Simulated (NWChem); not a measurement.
CH₅FOSi₂; SMILES [Si@@H]1(F)OC[SiH2]1

```xyz
10

F      0.4389    -2.0234    -0.5724
Si     0.0628    -0.8470     0.4842
O     -1.3736    -0.0817     0.0807
C     -1.0263     1.2261    -0.4116
Si     0.8700     1.2778    -0.0140
H     -0.0065    -1.5200     1.8074
H     -1.6187     1.9905     0.1178
H     -1.2588     1.3060    -1.4874
H      1.7930     1.5147    -1.1633
H      1.2274     2.1849     1.1186
```
Atoms are numbered in this order, from 1.

Program: NWChem. Structure relaxed at the PBE0/def2-SVP level. B3LYP is NWChem's, with the RPA form of VWN correlation.

Question: Order these by “orbital gap (eV)”, lowest first: B3LYP/cc-pVTZ; B3LYP/cc-pVDZ; B3LYP/aug-cc-pVDZ.

Answer: B3LYP/aug-cc-pVDZ (7.01), B3LYP/cc-pVTZ (7.18), B3LYP/cc-pVDZ (7.32)
